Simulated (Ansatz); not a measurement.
`O[SiH](O)[SiH2][SiH3]` and `CS[SiH](O)O` differ in one atom or group.

Ansatz, PBE0-D4/def2-TZVP geometries, multiplicity 1. Each molecule was computed in one conformer, which needn't be the lowest.

| property | `O[SiH](O)[SiH2][SiH3]` |
| --- | --- |
| size of the dipole moment (ωB97M-V/def2-TZVPP) / D | 1.21 |
| LUMO energy (PBE/def2-TZVPP) / eV | -1.08 |
| HOMO energy (PBE0/def2-TZVPP) / eV | -7.68 |
| HOMO energy (ωB97M-V/def2-TZVPP) / eV | -9.68 |
| HOMO energy (B3LYP/def2-TZVPP) / eV | -7.49 |
| size of the dipole moment (B3LYP/def2-TZVPP) / D | 1.19 |

Task: Give the same properties after the change, and the shifts. (Estimate.)

Result: The calculation gave: 
```
                                          property  `CS[SiH](O)O`  shift
size of the dipole moment (ωB97M-V/def2-TZVPP) / D           1.17  -0.04
                 LUMO energy (PBE/def2-TZVPP) / eV          -0.72   0.36
                HOMO energy (PBE0/def2-TZVPP) / eV          -7.06   0.62
             HOMO energy (ωB97M-V/def2-TZVPP) / eV          -9.27   0.41
               HOMO energy (B3LYP/def2-TZVPP) / eV          -6.82   0.67
  size of the dipole moment (B3LYP/def2-TZVPP) / D           1.18  -0.01
```

With PBE0 the HOMO rises by 0.62 eV and the LUMO rises by 0.44 eV, so the gap narrows by about 0.18 eV. PBE moves the HOMO by 0.71 eV and ωB97M-V by 0.41 eV. Dipoles are sizes alone; their direction can turn.

B3LYP here is the variant with VWN-RPA as its local correlation; programs differ in this.
